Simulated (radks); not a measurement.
Effect of the nuclear size on neutral silicon, [Ne] 3s2 3p2. Calculated with a radial shooting solver on a logarithmic mesh with Libxc functionals: Dirac Kohn-Sham, PBE, spin-unpolarised, spherical densities, finite nucleus; open shells fill j = l - 1/2 first; Fermi nuclear charge, rms radius 3.1224 fm. The rms radius is varied about that value; shifts are against it.

[
 {"rms radius (fm)": "2.5541", "total energy shift (eV)": "-0.00175", "density at nucleus (e/bohr^3)": "1914", "1s1/2 shift (meV)": "-0.731", "2s1/2 shift (meV)": "-0.047"},
 {"rms radius (fm)": "2.8289", "total energy shift (eV)": "-0.000948", "density at nucleus (e/bohr^3)": "1912", "1s1/2 shift (meV)": "-0.395", "2s1/2 shift (meV)": "-0.025"},
 {"rms radius (fm)": "3.1224", "total energy shift (eV)": "0", "density at nucleus (e/bohr^3)": "1909", "1s1/2 shift (meV)": "0.000", "2s1/2 shift (meV)": "0.000"},
 {"rms radius (fm)": "3.4315", "total energy shift (eV)": "0.00110", "density at nucleus (e/bohr^3)": "1907", "1s1/2 shift (meV)": "0.458", "2s1/2 shift (meV)": "0.029"},
 {"rms radius (fm)": "3.8", "total energy shift (eV)": "0.00254", "density at nucleus (e/bohr^3)": "1904", "1s1/2 shift (meV)": "1.06", "2s1/2 shift (meV)": "0.068"}
]

Slopes of the eigenvalues against <r^2> in GHz/fm^2, as finite differences over the two radii next to the reference (eigenvalue slopes, not the field-shift constants of lines): 1s1/2 54.7, 2s1/2 3.52.
